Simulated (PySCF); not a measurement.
Worked example: entropy of an ideal gas

C₂H₄N, SMILES [CH]=NC, multiplicity 2.

Coordinates come from a B3LYP-D3(BJ)/def2-TZVP optimisation. The isomer is the one that the SMILES or the coordinates give; other isomers of the formula were not compared.

B3LYP-D3(BJ)/def2-TZVP run with PySCF 2.14.0 gives the harmonic wavenumbers 170, 340, 704, 901, 982, 1114, 1121, 1428, 1481, 1491, 1919, 2920, 3006, 3093, 3112 cm⁻¹ and the rotational temperatures 3.2119, 0.5169, 0.4724 K. The molar mass is 42.06 g/mol, the symmetry number 1, the spin multiplicity 2.

Problem. Work out the entropy at 298.15 K and 1 atm in the rigid-rotor, harmonic-oscillator model.

Solution. 
Translation (Sackur–Tetrode at 1 atm): S = R[1.5 ln M + 2.5 ln T − 1.16487] = 155.4 J/(mol K).
Rotation: q = (√π/σ) T^1.5/√(θA θB θC) = 10300, S = R[ln q + 3/2] = 89.3 J/(mol K).
Vibration: with u = 1.4388 ν/T, each mode gives R[u/(e^u − 1) − ln(1 − e^−u)]:
```json
[
 {"ν (cm⁻¹)": "170", "modes": "1", "u": "0.82", "S (J/(mol K))": "10.19"},
 {"ν (cm⁻¹)": "340", "modes": "1", "u": "1.64", "S (J/(mol K))": "5.07"},
 {"ν (cm⁻¹)": "704", "modes": "1", "u": "3.40", "S (J/(mol K))": "1.26"},
 {"ν (cm⁻¹)": "901", "modes": "1", "u": "4.35", "S (J/(mol K))": "0.58"},
 {"ν (cm⁻¹)": "982", "modes": "1", "u": "4.74", "S (J/(mol K))": "0.42"},
 {"ν (cm⁻¹)": "1114", "modes": "1", "u": "5.38", "S (J/(mol K))": "0.25"},
 {"ν (cm⁻¹)": "1121", "modes": "1", "u": "5.41", "S (J/(mol K))": "0.24"},
 {"ν (cm⁻¹)": "1428", "modes": "1", "u": "6.89", "S (J/(mol K))": "0.07"},
 {"ν (cm⁻¹)": "1481", "modes": "1", "u": "7.15", "S (J/(mol K))": "0.05"},
 {"ν (cm⁻¹)": "1491", "modes": "1", "u": "7.20", "S (J/(mol K))": "0.05"},
 {"ν (cm⁻¹)": "1919", "modes": "1", "u": "9.26", "S (J/(mol K))": "0.01"}
]
```
The stiffer modes add less than 0.005 each. Sum 18.2 J/(mol K).
Spin: R ln 2 = 5.8 J/(mol K).
Total 268.6 J/(mol K); the program's own thermochemistry gives 268.6. Translation makes up 58 % and vibration 7 %. Anharmonicity, hindered rotation and orbital degeneracy are left out.
